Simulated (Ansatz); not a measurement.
Geometry optimisation, RHF/def2-SVP in Ansatz 0.2.0.

input.yaml

```yaml
crystal:
  periodic: [false, false, false]
  atoms:
    - { symbol: Sn, position_ang: [0.314545, 0.041407, -0.314562] }
    - { symbol: H, position_ang: [-0.093066, -0.107483, 1.358667] }
    - { symbol: H, position_ang: [2.014166, 0.116042, -0.489562] }
    - { symbol: H, position_ang: [-0.378842, 1.457312, -0.962227] }
    - { symbol: H, position_ang: [-0.273142, -1.332476, -1.147049] }
    - { symbol: P, position_ang: [-2.880352, 0.07882, 1.495865] }
    - { symbol: H, position_ang: [-2.841743, -1.207497, 0.911081] }
    - { symbol: H, position_ang: [-3.838362, -0.248598, 2.478254] }
    - { symbol: H, position_ang: [-1.723704, -0.109628, 2.289733] }
basis:
  gaussian: { orbitals: def2-SVP }
hamiltonian:
  xc: hf
relax:
  f_tol: 0.03
  max_steps: 50
```

Run as:

```bash
$ ansatz run input.yaml --threads 1 --pin off --max-ram 2048MiB --backend cpu --events-out ev --progress --plain --runs-dir out
```

Task: Where does it end, and by what steps?

Result: The run converged. The force dipped under the threshold on the way, but the program's further checks kept it going. After 22 steps the energy has fallen by 0.342 eV; H9 moved furthest, 1.29 Å.

```
step  energy less start (eV)  largest force component (eV/Å)  accepted
   0                  0.0000                           0.619       yes
   1                 -0.1590                           0.347       yes
   2                 -0.2362                           0.120       yes
   3                 -0.2915                           0.074       yes
   4                 -0.3087                           0.141       yes
   5                 -0.3130                           0.235       yes
   6                 -0.3170                           0.235       yes
   7                 -0.3205                           0.177       yes
   8                 -0.3152                           0.266        no
   9                 -0.3237                           0.090       yes
  10                 -0.3222                           0.167        no
  11                 -0.3257                           0.017       yes
  12                 -0.3271                           0.023       yes
  13                 -0.3287                           0.088       yes
  14                 -0.3288                           0.238       yes
  15                 -0.3332                           0.015       yes
  16                 -0.3352                           0.038       yes
  17                 -0.3248                           0.410        no
  18                 -0.3373                           0.045       yes
  19                 -0.3388                           0.097       yes
  20                 -0.3391                           0.177       yes
  21                 -0.3401                           0.124       yes
  22                 -0.3421                           0.005       yes
```

```xyz
9
Properties=species:S:1:pos:R:3
Sn 0.782 0.161 -0.609
H 0.898 -0.020 1.086
H 2.357 0.129 -1.279
H 0.045 1.655 -0.986
H -0.130 -1.123 -1.270
P -3.093 -0.346 1.762
H -3.443 -1.710 1.863
H -4.406 0.145 1.940
H -2.710 -0.203 3.113
```

Whether the end is a true minimum wasn't checked by a vibrational analysis.

Time of the run: 40 s on 1 thread of Arm Neoverse V1, with other jobs on the host, peak memory 0.17 GiB.
